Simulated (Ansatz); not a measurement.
Computed with Ansatz.

A structure relaxed at PBE0-D4/def2-TZVP, charge 0, multiplicity 1:

| atom | x (Å) | y (Å) | z (Å) |
| --- | --- | --- | --- |
| C1 | 1.0916 | 1.1594 | 0.4232 |
| O2 | 0.7461 | -0.1244 | -0.0652 |
| Ge3 | -0.9112 | -0.6856 | 0.0954 |
| F4 | -1.8915 | 0.5832 | -0.5786 |
| S5 | -1.0716 | -2.5188 | -1.0838 |
| H6 | 0.9434 | 1.2365 | 1.5070 |
| H7 | 0.5146 | 1.9486 | -0.0682 |
| H8 | 2.1507 | 1.3150 | 0.2111 |
| H9 | -1.3923 | -0.8501 | 1.5405 |
| H10 | -0.1798 | -2.0637 | -1.9814 |

**Question.** Give its formula and SMILES.

**Answer.** CH5FGeOS, `C[O][GeH]([F])[SH]`.

**Question.** Summarise the bond lengths by kind.

**Answer.** 1 × C–O 1.416 Å; 3 × C–H 1.091 to 1.097 Å; 1 × Ge–O 1.757 Å; 1 × F–Ge 1.739 Å; 1 × Ge–S 2.186 Å; 1 × Ge–H 1.532 Å; 1 × H–S 1.345 Å.
